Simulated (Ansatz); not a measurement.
Two structures of GeH4O, singlet, reached by relaxing down either side of one saddle point (PBE0-D4/def2-TZVP). Energies are electronic, without zero-point energy. Program: Ansatz 0.2.0. Basis: def2-TZVPP and def2-QZVPP. Cores are frozen in the correlated methods. Filled d shells of the heavier atoms are correlated. The def2 sets are not built for correlating such inner shells, so the correlated values are less sure here. Extrapolation: Hartree–Fock as exp(−7.88 √X), correlation as X^−2.97. First:

```tsv
atom	x (Å)	y (Å)	z (Å)
Ge1	-0.1565	0.6802	1.1431
H2	-0.0064	-0.6984	-1.1298
O3	0.1424	-1.0393	-0.2418
H4	0.5383	1.5675	0.0004
H5	-1.5771	0.8203	0.4333
H6	1.0592	-1.3303	-0.2052
```

Second:

```xyz
6
angstrom
Ge -0.0695 0.0535 1.0678
H 0.1093 1.4382 -1.1599
O -0.0787 -1.4998 0.1712
H 0.8115 1.5264 -0.9029
H -1.4887 0.4916 0.4752
H 0.7160 -2.0099 0.3486
```

(1) Which bonds change from the first to the second?

(2) Give the saddle point's structure and its height above each. (An estimate is asked for; the value comes from the calculation.)

The search had been set up for a insertion of a divalent centre (a silylene, a carbene or their kin) (forming Ge1–H2, Ge1–O3, breaking H2–O3); from that guess it ended on this step instead.

No T1 diagnostic of these runs exceeds 0.016.

Answers

(1) GeH₄O ([OH2][GeH2]) → GeH₂O ([OH][GeH]) + H₂; bonds formed: H2–H4; dative contacts that become bonds: Ge1–O3; bonds broken: Ge1–H4, H2–O3.

(2) Computed: 1.027 eV above the first and 1.167 eV above the second (CCSD(T) at an estimated basis limit (MP2 extrapolated from triple and quadruple zeta, plus CCSD(T) − MP2 in triple zeta)).
```
6
angstrom
Ge -0.0964 0.4608 1.0618
H 0.3446 0.2019 -0.7119
O 0.0461 -1.0298 -0.2681
H 0.4316 1.1567 -0.5469
H -1.5843 0.7327 0.5805
H 0.8584 -1.5222 -0.1155
```

Labels in which every atom is bracketed show which atoms are joined, not bond orders.

For scale, one of the runs: CCSD(T)/def2-TZVPP, 135 basis functions, launched by `ansatz run in.yaml --threads 2 --pin off --events-out ev --progress --plain --max-ram 4352MiB`. Hardware: 2 CPU threads of an Arm Neoverse V2, shared host. Wall time 14 s; peak host memory 0.72 GiB.
